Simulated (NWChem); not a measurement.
System: C$_{2}$H$_{4}$FNOSi; SMILES O[Si@@H]1C=N[C@@H]1F

The following NWChem deck was run.

```
start job
memory heap 200 mb stack 700 mb global 900 mb
geometry units angstroms
  O      1.854779    -0.874775     0.223486
  Si     0.332125    -0.687738     0.723564
  C     -1.128441    -1.043224    -0.468968
  N     -1.508697     0.155215    -0.683970
  C     -0.589136     0.938455     0.145114
  F      0.160457     1.804652    -0.626553
  H      2.199787    -0.449406    -0.560389
  H      0.319703    -1.124582     2.103425
  H     -1.660366    -1.868308    -0.923054
  H     -1.147345     1.567306     0.844480
end
basis spherical
  * library def2-svp
end
dft
  xc pbe0
  iterations 150
end
driver
  maxiter 120
end
task dft optimize
task dft freq
```

Parts of the log:

```
             Northwest Computational Chemistry Package (NWChem) 7.3.0
             --------------------------------------------------------

 C1  symmetry detected

                             Geometry "geometry" -> ""
                             -------------------------

 Output coordinates in angstroms (scale by  1.889725989 to convert to a.u.)

  No.       Tag          Charge          X              Y              Z
 ---- ---------------- ---------- -------------- -------------- --------------
    1 O                    8.0000     0.72065829    -1.86121531    -0.47108477
    2 Si                  14.0000    -0.22672859    -0.90216343     0.41560212
    3 C                    6.0000    -1.50744684     0.24631207    -0.43441005
    4 N                    7.0000    -0.92926777     1.36737739    -0.24467852
    5 C                    6.0000     0.27196454     0.98766839     0.50318485
    6 F                    9.0000     1.41712657     1.33361540    -0.18716394
    7 H                    1.0000     1.26809567    -1.53485977    -1.18398989
    8 H                    1.0000    -0.54896210    -1.66436895     1.60312546
    9 H                    1.0000    -2.46518506     0.21058935    -0.93577149
   10 H                    1.0000     0.31861447     1.53058677     1.45146071

 Effective nuclear repulsion energy (a.u.)     295.8411981520

                                Z-matrix (autoz)
                                --------

 Units are Angstrom for bonds and degrees for angles

      Type          Name      I     J     K     L     M      Value
      ----------- --------  ----- ----- ----- ----- ----- ----------
    1 Stretch                  1     2                       1.61355
    2 Stretch                  1     7                       0.95626
    3 Stretch                  2     3                       1.91879
    4 Stretch                  2     5                       1.95648
    5 Stretch                  2     8                       1.44741
    6 Stretch                  3     4                       1.27557
    7 Stretch                  3     9                       1.08162
    8 Stretch                  4     5                       1.46507
    9 Stretch                  5     6                       1.38118
   10 Stretch                  5    10                       1.09369
   11 Bend                     1     2     3               120.27945
   12 Bend                     1     2     5               116.68382
   13 Bend                     1     2     8               105.57943
   14 Bend                     2     1     7               122.88523
   15 Bend                     2     3     4                99.06818
   16 Bend                     2     3     9               140.94911
   17 Bend                     2     5     4                91.06027
   18 Bend                     2     5     6               115.52472
   19 Bend                     2     5    10               121.95025
   20 Bend                     3     2     5                67.15814
   21 Bend                     3     2     8               122.00872
   22 Bend                     3     4     5               102.69664
   23 Bend                     4     3     9               119.95566
   24 Bend                     4     5     6               111.08471
   25 Bend                     4     5    10               110.42047
   26 Bend                     5     2     8               121.91613
   27 Bend                     6     5    10               105.88263
   28 Torsion                  1     2     3     4        -107.64632
   29 Torsion                  1     2     3     9          74.43129
   30 Torsion                  1     2     5     4         112.83116
   31 Torsion                  1     2     5     6          -1.22065
   32 Torsion                  1     2     5    10        -132.15651
   33 Torsion                  2     3     4     5          -1.15423
   34 Torsion                  2     5     4     3           1.11803
   35 Torsion                  3     2     1     7          54.00654
   36 Torsion                  3     2     5     4          -0.78674
   37 Torsion                  3     2     5     6        -114.83855
   38 Torsion                  3     2     5    10         114.22558
   39 Torsion                  3     4     5     6         119.08966
   40 Torsion                  3     4     5    10        -123.74768
   41 Torsion                  4     3     2     5           0.91491
   42 Torsion                  4     3     2     8         115.32214
   43 Torsion                  4     5     2     8        -115.32091
   44 Torsion                  5     2     1     7         -23.89202
   45 Torsion                  5     2     3     9        -177.00747
   46 Torsion                  5     4     3     9         177.33519
   47 Torsion                  6     5     2     8         130.62728
   48 Torsion                  7     1     2     8        -162.86451
   49 Torsion                  8     2     3     9         -62.60025
   50 Torsion                  8     2     5    10          -0.30859

                           NWChem Geometry Optimization
                           ----------------------------

 maximum gradient threshold         (gmax) =   0.000450
 rms gradient threshold             (grms) =   0.000300
 maximum cartesian step threshold   (xmax) =   0.001800
 rms cartesian step threshold       (xrms) =   0.001200
 fixed trust radius                (trust) =   0.300000
 source of zmatrix                         =   autoz

          -------------------
          Energy Minimization
          -------------------

 Using diagonal initial Hessian
 Scaling for Hessian diagonals: bonds = 1.00  angles = 0.25  torsions = 0.10

          --------
          Step   0

                                 NWChem DFT Module
                                 -----------------

 Summary of "ao basis" -> "ao basis" (spherical)
 ------------------------------------------------------------------------------
       Tag                 Description            Shells   Functions and Types
 ---------------- ------------------------------  ------  ---------------------
 O                          def2-svp                 6       14   3s2p1d
 Si                         def2-svp                 8       18   4s3p1d
 C                          def2-svp                 6       14   3s2p1d
 N                          def2-svp                 6       14   3s2p1d
 F                          def2-svp                 6       14   3s2p1d
 H                          def2-svp                 3        5   2s1p

            General Information
            -------------------
          SCF calculation type: DFT
          Wavefunction type:  closed shell.
          No. of atoms     :    10
          No. of electrons :    54
           Alpha electrons :    27
            Beta electrons :    27
          Charge           :     0
          Spin multiplicity:     1
          Use of symmetry is: off; symmetry adaption is: off
          Maximum number of iterations: 150
          AO basis - number of functions:   108
                     number of shells:    50
          Convergence on energy requested:  1.00D-06
          Convergence on density requested:  1.00D-05
          Convergence on gradient requested:  5.00D-04

[...]

      ----------------------
      Optimization converged
      ----------------------

  Step       Energy      Delta E   Gmax     Grms     Xrms     Xmax
  ---- ---------------- -------- -------- -------- -------- --------
@   17    -597.13209226 -7.5D-08  0.00003  0.00001  0.00045  0.00119
                                     ok       ok       ok       ok

                                Z-matrix (autoz)
                                --------

 Units are Angstrom for bonds and degrees for angles

      Type          Name      I     J     K     L     M      Value     Gradient
      ----------- --------  ----- ----- ----- ----- ----- ---------- ----------
    1 Stretch                  1     2                       1.65660    0.00002
    2 Stretch                  1     7                       0.96303   -0.00001
    3 Stretch                  2     3                       1.89138    0.00001
    4 Stretch                  2     5                       1.92607    0.00001
    5 Stretch                  2     8                       1.48967   -0.00001
    6 Stretch                  3     4                       1.28857    0.00002
    7 Stretch                  3     9                       1.09997   -0.00003
    8 Stretch                  4     5                       1.47081    0.00002
    9 Stretch                  5     6                       1.37038    0.00002
   10 Stretch                  5    10                       1.10418    0.00001
   11 Bend                     1     2     3               120.33645   -0.00000
   12 Bend                     1     2     5               117.48706   -0.00001
   13 Bend                     1     2     8               104.60660    0.00000
   14 Bend                     2     1     7               116.90040   -0.00000
   15 Bend                     2     3     4                96.54796    0.00000
   16 Bend                     2     3     9               143.04116    0.00000
   17 Bend                     2     5     4                89.19669   -0.00000
   18 Bend                     2     5     6               115.47692    0.00000
   19 Bend                     2     5    10               121.72637   -0.00000
   20 Bend                     3     2     5                69.77997    0.00001
   21 Bend                     3     2     8               119.74727   -0.00000
   22 Bend                     3     4     5               104.43911   -0.00001
   23 Bend                     4     3     9               120.40595   -0.00000
   24 Bend                     4     5     6               110.55565    0.00000
   25 Bend                     4     5    10               110.02500    0.00000
   26 Bend                     5     2     8               122.86665   -0.00000
   27 Bend                     6     5    10               108.07764    0.00000
   28 Torsion                  1     2     3     4        -109.42042    0.00000
   29 Torsion                  1     2     3     9          71.48258    0.00000
   30 Torsion                  1     2     5     4         113.36575    0.00000
   31 Torsion                  1     2     5     6           0.88984    0.00000
   32 Torsion                  1     2     5    10        -133.43310   -0.00000
   33 Torsion                  2     3     4     5          -1.69156   -0.00000
   34 Torsion                  2     5     4     3           1.65041    0.00000
   35 Torsion                  3     2     1     7          51.17328    0.00000
   36 Torsion                  3     2     5     4          -1.16032   -0.00000
   37 Torsion                  3     2     5     6        -113.63624    0.00000
   38 Torsion                  3     2     5    10         112.04083   -0.00000
   39 Torsion                  3     4     5     6         118.66285    0.00000
   40 Torsion                  3     4     5    10        -122.03589    0.00000
   41 Torsion                  4     3     2     5           1.33302    0.00000
   42 Torsion                  4     3     2     8         118.43735    0.00000
   43 Torsion                  4     5     2     8        -114.21128   -0.00001
   44 Torsion                  5     2     1     7         -30.37672   -0.00000
   45 Torsion                  5     2     3     9        -177.76398   -0.00000
   46 Torsion                  5     4     3     9         177.67895   -0.00000
   47 Torsion                  6     5     2     8         133.31280   -0.00000
   48 Torsion                  7     1     2     8        -170.52995    0.00000
   49 Torsion                  8     2     3     9         -60.65965    0.00000
   50 Torsion                  8     2     5    10          -1.01013   -0.00001

                         Geometry "geometry" -> "geometry"
                         ---------------------------------

[...]

 Rotational Constants
 --------------------
 A=   0.141137 cm-1  (  0.203060 K)
 B=   0.094508 cm-1  (  0.135973 K)
 C=   0.066770 cm-1  (  0.096065 K)

 Temperature                      =   298.15K
 frequency scaling parameter      =   1.0000

 Zero-Point correction to Energy  =   40.061 kcal/mol  (  0.063841 au)
 Thermal correction to Energy     =   44.147 kcal/mol  (  0.070353 au)
 Thermal correction to Enthalpy   =   44.740 kcal/mol  (  0.071297 au)

 Total Entropy                    =   80.476 cal/mol-K
   - Translational                =   39.846 cal/mol-K (mol. weight = 105.0046)
   - Rotational                   =   26.984 cal/mol-K (symmetry #  =        1)
   - Vibrational                  =   13.646 cal/mol-K

 Cv (constant volume heat capacity) =   22.628 cal/mol-K
   - Translational                  =    2.979 cal/mol-K
   - Rotational                     =    2.979 cal/mol-K
   - Vibrational                    =   16.669 cal/mol-K

[normal modes left out]

 ----------------------------------------------------------------------------
 Normal Eigenvalue ||           Projected Infra Red Intensities
  Mode   [cm**-1]  || [atomic units] [(debye/angs)**2] [(KM/mol)] [arbitrary]
 ------ ---------- || -------------- ----------------- ---------- -----------
    1       -0.000 ||    0.000306           0.007         0.298       0.072
    2       -0.000 ||    0.000021           0.000         0.021       0.005
    3       -0.000 ||    0.000120           0.003         0.117       0.028
    4        0.000 ||    0.000017           0.000         0.017       0.004
    5        0.000 ||    0.000214           0.005         0.208       0.050
    6        0.000 ||    0.000254           0.006         0.248       0.060
    7       93.956 ||    0.016572           0.382        16.155       3.899
    8      106.534 ||    0.005726           0.132         5.582       1.347
    9      270.114 ||    0.010547           0.243        10.282       2.481
   10      329.489 ||    0.082195           1.896        80.128      19.337
   11      386.880 ||    0.061540           1.420        59.993      14.478
   12      491.791 ||    0.007428           0.171         7.241       1.748
   13      583.295 ||    0.007164           0.165         6.984       1.686
   14      621.077 ||    0.020482           0.473        19.967       4.819
   15      755.317 ||    0.053184           1.227        51.846      12.512
   16      775.180 ||    0.027709           0.639        27.012       6.519
   17      812.075 ||    0.140689           3.246       137.151      33.099
   18      894.250 ||    0.163942           3.782       159.819      38.569
   19      918.057 ||    0.005008           0.116         4.882       1.178
   20      939.447 ||    0.107028           2.469       104.337      25.180
   21     1019.117 ||    0.040997           0.946        39.966       9.645
   22     1139.590 ||    0.142321           3.283       138.742      33.482
   23     1211.771 ||    0.006391           0.147         6.230       1.503
   24     1290.364 ||    0.017935           0.414        17.483       4.219
   25     1348.791 ||    0.026831           0.619        26.156       6.312
   26     1644.712 ||    0.013531           0.312        13.191       3.183
   27     2251.216 ||    0.153669           3.545       149.804      36.152
   28     3084.173 ||    0.022258           0.514        21.699       5.237
   29     3153.247 ||    0.017914           0.413        17.464       4.214
   30     3915.781 ||    0.123189           2.842       120.091      28.981
 ----------------------------------------------------------------------------
```

Level: PBE0/def2-SVP.
